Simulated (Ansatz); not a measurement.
FH6NOSiSn can be A, `N[SiH](F)[O][SnH3]`, or B, `[NH2][SnH]([OH])[SiH2]F`.

Gas-phase electronic energies from Ansatz, PBE0-D4/def2-TZVP geometries. CCSD(T)/CBS adds triple-zeta CCSD(T) − MP2 to the extrapolated MP2 energy (def2 sets, frozen cores). Functionals use def2-TZVPP. B3LYP here is the variant with VWN-RPA as its local correlation; programs differ in this. Elements past krypton have def2 core potentials. For Sn outer-core shells are correlated without core-valence functions, which leaves a few kJ/mol of doubt a bond. One conformer a species, not always the lowest.

Task: Which is lower in electronic energy at CCSD(T)/CBS, and by how much? (Estimate.)

Result: The calculation gave: A, by 192.2 kJ/mol.

Task: Give E(B) − E(A) in kJ/mol with B3LYP-D4, B2PLYP, PBE0-D4, ωB97M-V, CCSD/def2-TZVPP, HF/def2-TZVPP, r2SCAN-D4. (An estimate is asked.)

Result: The calculation gave: B3LYP-D4 192.7, B2PLYP 195.3, PBE0-D4 185.1, ωB97M-V 202.6, CCSD/def2-TZVPP 204.5, HF/def2-TZVPP 224.0, r2SCAN-D4 196.2. None reverses the order clearly.

Largest T1 diagnostic: 0.013.

In def2-TZVPP, CCSD(T) changes the Hartree–Fock value by −23.6 kJ/mol (the triples alone add −4.1 kJ/mol) and MP2 by −23.9 kJ/mol. From PBE to PBE0 (25 % exact exchange), in def2-TZVPP and without D4, E(B) − E(A) moves by +16.6 kJ/mol.
